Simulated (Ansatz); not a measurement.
# Worked example: GaH(CH3)(NH2) + NaSH → GaH(CH3)(SH) + NaNH2

Species: GaH(CH3)(NH2), singlet; NaSH `[Na][SH]`, singlet; GaH(CH3)(SH), singlet; NaNH2 `[NH2][Na]`, singlet. The partners trade NH2 for SH: Ga–NH2 and Na–SH bonds give way to Ga–SH and Na–NH2.

Shapes, held fixed at every level: PBE0-D4/def2-TZVP. Flexible molecules stand in one conformer, not always the lowest. Programs: Ansatz 0.2.0. The zero-point and thermal change to 298 K, harmonic and unscaled (PBE0-D4/def2-TZVP), is -3.3 kJ/mol.

At CCSD(T)/def2-TZVPP; 1 Eh = 2625.50 kJ/mol:

| species | energy (Eh) |
| --- | --- |
| GaH(CH3)(NH2) | -2019.799443 |
| NaSH | -560.405053 |
| GaH(CH3)(SH) | -2362.273938 |
| NaNH2 | -217.894701 |

Question: Work out ΔH(298 K) of the reaction at this level.

Answer: 
1. Products less reactants: (-2362.273938) + (-217.894701) − [(-2019.799443) + (-560.405053)] = 0.035857 Eh = +94.1 kJ/mol.
2. With the thermal change: +94.1 + (-3.3) = +90.8 kJ/mol.

Other levels give +88.9 (MP2/def2-TZVPP) to +107.0 kJ/mol (HF/def2-TZVPP). No measured value is set beside it here. Relativity is left out for Ga. Outer-core shells of Ga, Na are correlated in most correlated rows, in sets that cover them unevenly.
